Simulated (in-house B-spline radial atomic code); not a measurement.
A run on As4+ (an excited or competing configuration) that did not converge. Method: scalar-relativistic (X2C) wB97X, spin-polarised, spherical fractional occupations, Fermi nucleus of rms radius 4.0968 fm; computed with a B-spline radial code for spherical atoms.

Command:
```bash
python run_scf.py task.json out
```
Settings (nuclear radius in fm, mass in u):
```
Z                33
configuration    [Ar] 3d9 4s1 5p1
hamiltonian      x2c
method           wb97x
spin_polarised   True
nucleus          fermi
rms_radius       4.0968
atomic_mass      74.92159
speed_of_light   137.035999084
```

First and last ten iterations of the last attempt (damped for 15 steps, keeping 80 % of the old Fock matrix, then DIIS):
```
 iter        energy (Eh)    residual
    1       -2245.793481    5.08e-01
    2       -2249.664692    5.25e-01
    3       -2251.885187    3.55e-01
    4       -2252.970425    2.36e-01
    5       -2253.475721    1.54e-01
    6       -2253.701834    9.89e-02
    7       -2253.800205    6.30e-02
    8       -2253.842170    3.98e-02
    9       -2253.859868    2.55e-02
   10       -2253.867303    1.71e-02
  111       -2253.872887    1.90e-06
  112       -2253.872887    1.73e-06
  113       -2253.872887    1.78e-06
  114       -2253.872887    1.83e-06
  115       -2253.872887    1.90e-06
  116       -2253.872887    2.04e-06
  117       -2253.872887    4.35e-06
  118       -2253.872887    3.12e-06
  119       -2253.872887    1.67e-06
  120       -2253.872887    3.05e-05
 not converged after 120 iterations
```

The smallest residual met was 1.6e-06; the threshold is about 3e-07. Over the last five steps the energy moves by less than 1e-08 hartree, but the orbitals didn't meet the threshold. Cost of the run: 9.7 s on 1 thread of Arm Neoverse V2 (shared host).
